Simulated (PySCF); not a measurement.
Li(OH) (HLiO), SMILES [OH][Li]. Geometry optimised at PBE-D3(BJ)/def2-TZVPD. The isomer is the one that the SMILES or the coordinates give; other isomers of the formula were not compared.

Give the equilibrium geometry at PBE-D3(BJ)/def2-TZVPD (PySCF confirms it by a frequency run) as Cartesian coordinates in Å, and its point group. (The exact figures need the calculation; the answer reports its results.)

point group C∞v.
```xyz
3

Li     0.0000     0.0000     1.2719
O      0.0000     0.0000    -0.3173
H      0.0000     0.0000    -1.2772
```
